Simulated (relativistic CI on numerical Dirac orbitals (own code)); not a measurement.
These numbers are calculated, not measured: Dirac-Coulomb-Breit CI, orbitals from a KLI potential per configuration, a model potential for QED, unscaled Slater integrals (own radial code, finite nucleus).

Configurations in the expansion (outside the closed core [Ar] 3d10): 4s²4p⁶4d, 4s²4p⁵4d², 4s²4p⁶4f, 4s4p⁶4d², 4s²4p⁵4d4f, 4s4p⁶4d4f, 4s²4p⁶5s, 4s²4p⁶5p, 4s²4p⁶5d, 4s²4p⁵4d5s, 4s²4p⁶5f, 4s²4p⁵4d5p, 4p⁶4d²4f, 4s²4p⁶5g, 4s4p⁶4f5s, 4s²4p⁶6s, 4s4p⁶4d5s, 4s²4p⁵4d5d, 4p⁶4d³, 4p⁵4d⁴, 4p⁵4d³4f, 4p⁶4d4f², 4p⁵4d²4f², 4p⁶4f³, 4p⁵4d4f³, 4p⁶4f²5s, 4s4p⁶4f², 4s4p⁵4f³. Double excitations out of closed p, d and f shells are left out; levels of such configurations are missing from the list, as are those of other unlisted configurations, and high levels can miss mixing partners. These lack a partner that the ground configuration has and come out too high: 4s²4p⁵4d5s, 4s²4p⁵4d5p, 4s²4p⁵4d5d, 4s²4p⁶5p, 4s²4p⁶5d.

At this charge energies of transitions that change n are usually good to better than 1 %, and those within a shell (Δn = 0) to a few per cent.

Outline of the computed level scheme of Eu XXVII. Lowest level of each configuration: 4s²4p⁶4d ²D3/2 at 0.000 eV; 4s²4p⁵4d² ⁴D°1/2 at 111.869 eV; 4s²4p⁶4f ²F°5/2 at 148.924 eV.

Some strong electric-dipole decays among the lowest 45 levels: 4s²4p⁵4d² ²D°3/2 → 4s²4p⁶4d ²D3/2 (2.2e+12 s⁻¹); 4s²4p⁵4d² ²F°5/2 → 4s²4p⁶4d ²D3/2 (1.6e+12 s⁻¹); 4s²4p⁵4d² ²P°1/2 → 4s²4p⁶4d ²D3/2 (1.2e+12 s⁻¹); 4s²4p⁵4d² ⁴D°1/2 → 4s²4p⁶4d ²D3/2 (2.8e+11 s⁻¹); 4s²4p⁵4d² ²P°3/2 → 4s²4p⁶4d ²D5/2 (2.1e+11 s⁻¹); 4s²4p⁵4d² ⁴F°5/2 → 4s²4p⁶4d ²D5/2 (1.7e+11 s⁻¹); 4s²4p⁵4d² ²D°3/2 → 4s²4p⁶4d ²D3/2 (1.4e+11 s⁻¹); 4s²4p⁶4f ²F°7/2 → 4s²4p⁶4d ²D5/2 (1.2e+11 s⁻¹).

LS names give the leading component of a level, which can be under half, so a name can repeat, a term be missing and a line seem to break the LS rules.
